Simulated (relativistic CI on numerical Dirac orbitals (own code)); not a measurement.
## Eu¹⁵⁺: sensitivity of the levels to the model

Base calculation: Dirac-Coulomb-Breit CI, orbitals from a KLI potential per configuration, model QED, unscaled Slater integrals.

CI space (outside the closed core [Ar] 3d10): 4s²4p⁶4d¹⁰4f², 4s²4p⁶4d¹⁰4f5s, 4s²4p⁶4d¹⁰5s², 4s²4p⁶4d¹⁰5s5p, 4s²4p⁶4d¹⁰4f5p, 4s²4p⁶4d¹⁰5p², 4s²4p⁶4d¹⁰5s5d, 4s²4p⁶4d¹⁰4f5d, 4s²4p⁶4d⁹4f³, 4s²4p⁶4d¹⁰5p5d, 4s²4p⁶4d¹⁰5d², 4s²4p⁶4d¹⁰4f6s, 4s²4p⁶4d¹⁰4f5f, 4s²4p⁶4d⁹4f²5s, 4s²4p⁶4d¹⁰4f6p, 4s²4p⁵4d¹⁰4f³, 4s²4p⁶4d¹⁰4f5g, 4s²4p⁶4d¹⁰4f6d, 4s²4p⁶4d⁹4f²5p, 4s²4p⁶4d¹⁰4f7s, 4s²4p⁶4d¹⁰4f7p, 4s²4p⁶4d¹⁰4f6g, 4s4p⁶4d¹⁰4f³, 4s²4p⁵4d¹⁰4f²5s, 4s²4p⁶4d⁹4f²5f, 4s4p⁶4d¹⁰4f5s², 4s²4p⁶4d⁹4f²6p, 4s4p⁶4d¹⁰4f5p², 4s4p⁶4d¹⁰4f5s5d. Double excitations out of closed p, d and f shells are left out; levels of such configurations are missing from the list, as are those of other unlisted configurations, and high levels can miss mixing partners.

Variants: (1) P86 correlation estimate; (2) one mean potential for all configurations; (3) only the first 3 configurations. Shifts of the energy above 4s²4p⁶4d¹⁰4f² ³H4, in cm⁻¹, for the lowest level and the first level of each name with at least 55 % of one term (blank where a level changes its place among those of its configuration and J or its character, or is not in the variant):

| Level | Base | Δ(1) | Δ(2) | Δ(3) |
| --- | --- | --- | --- | --- |
| 4s²4p⁶4d¹⁰4f² ³H4 | 0 | 0 | 0 | 0 |
| 4s²4p⁶4d¹⁰4f² ³H5 | 5696 | 0 | -149 | +2 |
| 4s²4p⁶4d¹⁰4f² ³F2 | 10508 | +1 | -52 | +846 |
| 4s²4p⁶4d¹⁰4f² ³H6 | 11388 | 0 | -283 | +8 |
| 4s²4p⁶4d¹⁰4f² ³F3 | 14319 | +1 | -160 | +792 |
| 4s²4p⁶4d¹⁰4f² ¹D2 | 36776 | +5 | -202 | +2433 |
| 4s²4p⁶4d¹⁰4f² ³P0 | 44626 | +6 | -147 | +2847 |
| 4s²4p⁶4d¹⁰4f² ¹I6 | 45122 | +2 | -238 | +1452 |
| 4s²4p⁶4d¹⁰4f² ³P1 | 46428 | +5 | -207 | +2830 |
| 4s²4p⁶4d¹⁰4f² ³P2 | 49694 | +4 | -321 | +2757 |
| 4s²4p⁶4d¹⁰4f5s ³F°2 | 56600 | +8775 | -6409 | +12389 |
| 4s²4p⁶4d¹⁰4f5s ³F°3 | 58464 | +8775 | -6408 | +12395 |
| 4s²4p⁶4d¹⁰4f5s ³F°4 | 63869 | +8775 | -6408 | +12324 |
| 4s²4p⁶4d¹⁰4f5s ¹F°3 | 70106 | +8778 | -6400 | +12697 |
| 4s²4p⁶4d¹⁰4f² ¹S0 | 102322 | +255 | -379 | +1606 |
| 4s²4p⁶4d¹⁰5s² ¹S0 | 170765 | +14611 | -1331 | +8241 |
| 4s²4p⁶4d¹⁰4f5p ³G3 | 276192 | +10056 | -6337 |  |
| 4s²4p⁶4d¹⁰4f5p ³F2 | 280184 | +10058 | -6319 |  |
| 4s²4p⁶4d¹⁰5s5p ³P°0 | 352450 | +15760 | -837 |  |
| 4s²4p⁶4d¹⁰4f5p ³D3 | 353084 | +10056 | -6278 |  |
| 4s²4p⁶4d¹⁰4f5p ³G5 | 355734 | +10056 | -6279 |  |
| 4s²4p⁶4d¹⁰4f5p ³D1 | 356083 | +10057 | -6269 |  |

At this charge transitions that keep the count of f electrons are usually good to a few per cent. Terms inside the open d or f shell come out 10 to 20 % too wide with unscaled integrals. Levels and lines within the n = 5 or 6 shells can be off by up to 10 % or somewhat more, and those that change n by about 2 %, since core polarisation is missing. Levels that differ in their count of f electrons can be misplaced by several ten thousand cm⁻¹, since the correlation energy of f electrons is missing or only estimated; rates across such gaps can be off by orders of magnitude.

Ionisation energy from one configuration of each of the two ions, the ground ones as tabulated or assumed: base 310.436 eV; P86 correlation estimate 312.178 eV. The NIST ASD value (theoretical) is 311 ± 16 eV.

LS names give the leading component of a level, which can be under half, so a name can repeat, a term be missing and a line seem to break the LS rules.
